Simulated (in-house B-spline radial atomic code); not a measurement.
Multiplet parameters of the 4d2 shell in Tc5+ ([Kr] 4d2). Level of theory: non-relativistic Hartree-Fock, average of configuration, point nucleus; calculated with a radial B-spline atomic code at the basis-set limit.

Slater integrals: F^2 = 74790 cm⁻¹, F^4 = 49771 cm⁻¹. Central-field spin-orbit parameter ζ(4d) = 1290 cm⁻¹ (bare central field on non-relativistic orbitals, without two-electron terms: too large for light atoms, too small for heavy ones).

Q: What are Racah's B and C?

A: B = F^2/49 - 5F^4/441 = 962 cm⁻¹, C = 35F^4/441 = 3950 cm⁻¹, C/B = 4.11.

Q: Where do the terms lie in LS coupling, without spin-orbit interaction?

A: In cm⁻¹ above the Hund's-rule term:
| term | expression | energy |
| --- | --- | --- |
| 3F | 0B + 0C | 0 |
| 1D | 5B + 2C | 12710 |
| 3P | 15B + 0C | 14430 |
| 1G | 12B + 2C | 19445 |
| 1S | 22B + 7C | 48815 |

Q: How far can these numbers be trusted?

A: Fits to spectra need these integrals scaled down, since correlation screens the repulsion. Here ζ is 1.34 times B, so the coupling is intermediate: spin-orbit interaction mixes the terms, and LS labels name only the largest part.
